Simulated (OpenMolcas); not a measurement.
## Tb3+: moving the ligands

Tb3+ with 7 ligands (fluoride) in pentagonal bipyramidal coordination (D5h) at 2.29 Å, the axial distance 2.267 Å. A charge of +0.571 e stands 2.8 Å behind each ligand. Ligand basis ANO-RCC-VDZP.

| Quantity | Value |
| --- | --- |
| Program | OpenMolcas |
| Method | CASSCF |
| Basis | ANO-RCC-VDZP [7s6p4d2f1g] |
| Scalar Hamiltonian | DKH2, point nucleus |
| Active space | 8 electrons in 7 orbitals (4f) |
| State averaging | 2S+1 = 7 even, 7 roots; 2S+1 = 5 even, 62 roots kept (CI in the orbitals of an earlier block); 2S+1 = 3 even, 1 root kept (CI in the orbitals of an earlier block, 0 in the spin-orbit step) |
| Spin-orbit coupling | state interaction with AMFI integrals over the reference wave functions |

Runs around this geometry, states. Energies in cm-1 above the lowest state or level, χT in cm3 K/mol.

| R (Å) | Ground state | First state of that spin | First gap with spin-orbit (degeneracies) | Width of lowest J | χT at 300 K |
| --- | --- | --- | --- | --- | --- |
| 2.17 | 2S+1 = 7 | 413.1 | 34.6 (2, 2) | 715 | 11.516 |
| 2.29 | 2S+1 = 7 | 268.3 | 10.1 (2, 2) | 558 | 11.633 |
| 2.35 | 2S+1 = 7 | 217.7 | 1.9 (2, 2) | 496 | 11.669 |

Taking the width of the lowest J multiplet as R^-n, n = -ln(496 / 715) / ln(2.35 / 2.17) = 4.6 between the shortest and longest distance.

High states are left out of the spin-orbit mixing, which shifts the levels that they would mix with. Without dynamic correlation the ligand-field splitting of an f shell can come out too small, at times by half. No measured value stands beside these numbers; the geometry was imposed, not optimised, and the real ion may take another.

A state without a sure symmetry label is named by its multiplicity alone.
